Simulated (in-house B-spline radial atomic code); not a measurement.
Results of a calculation; reference values are marked as such.
Ru in electron gases of falling density

A nucleus sits in a uniform electron gas with a rigid positive background. The Kohn-Sham equations are solved self-consistently in the spin-unpolarised LDA (PW92), non-relativistic, on B-splines with outgoing waves at the boundary and partial waves to l = 8. The model has no lattice, no bands and no magnetic solution. Atomic units; δ_l are the phase shifts at the Fermi level, counted so that each bound state adds π, and good to about 0.0005. A narrow, partly filled d or f resonance in a thin gas would split by spin, so such rows rest on a solution that is probably unstable.

| r_s (bohr) | k_F | δ0/π | δ1/π | δ2/π | shallowest bound level (hartree) | σ_tr (bohr²) | Q (a.u.) |
| --- | --- | --- | --- | --- | --- | --- | --- |
| 1.5 | 1.2794 | 3.658 | 2.886 | 1.788 | p -1 | 20.12 | 1.821 |
| 1.65 | 1.1631 | 3.709 | 2.922 | 1.801 | p -1.04 | 21.04 | 1.301 |
| 1.8 | 1.0662 | 3.751 | 2.947 | 1.809 | p -1.08 | 22.36 | 0.976 |
| 2 | 0.9596 | 3.798 | 2.971 | 1.816 | p -1.12 | 24.60 | 0.704 |
| 2.07 | 0.9271 | 3.812 | 2.976 | 1.818 | p -1.13 | 25.47 | 0.636 |
| 2.2 | 0.8723 | 3.836 | 2.984 | 1.821 | p -1.15 | 27.12 | 0.531 |
| 2.4 | 0.7996 | 3.869 | 2.990 | 1.823 | p -1.18 | 29.74 | 0.411 |
| 2.67 | 0.7188 | 3.908 | 2.991 | 1.825 | p -1.22 | 33.31 | 0.300 |
| 3 | 0.6397 | 3.950 | 2.986 | 1.826 | p -1.25 | 38.14 | 0.216 |
| 3.3 | 0.5816 | 3.986 | 2.978 | 1.826 | p -1.28 | 43.76 | 0.169 |
| 3.6 | 0.5331 | 4.019 | 2.968 | 1.825 | p -1.3 | 51.54 | 0.141 |
| 4 | 0.4798 | 4.062 | 2.956 | 1.823 | p -1.33 | 66.72 | 0.119 |

Q = n k_F σ_tr, with n = 3/(4π r_s³).

Task: How does the screening charge move between partial waves as the gas thins?

Result: By (2/π)(2l + 1) δ_l, at r_s = 1.5 it is s 7.32, p 17.32, d 17.88, f and beyond 1.48, and at r_s = 4 s 8.12, p 17.73, d 18.23, f and beyond -0.10. The free atom is [Kr] 4d7 5s1.

Task: What end-to-end powers of r_s do the first and last rows give for σ_tr and Q?

Result: σ_tr goes as r_s^+1.22 and Q as r_s^-2.78. Since n k_F/k_F² goes as r_s⁻², Q = 4π n Σ/k_F would fall as r_s⁻² at fixed phase shifts; the sum Σ (l + 1) sin²(δ_l − δ_(l+1)) is 2.621 in the first row and 1.222 in the last, and ranges from 1.17 to 2.62 between them, so these powers are no law.
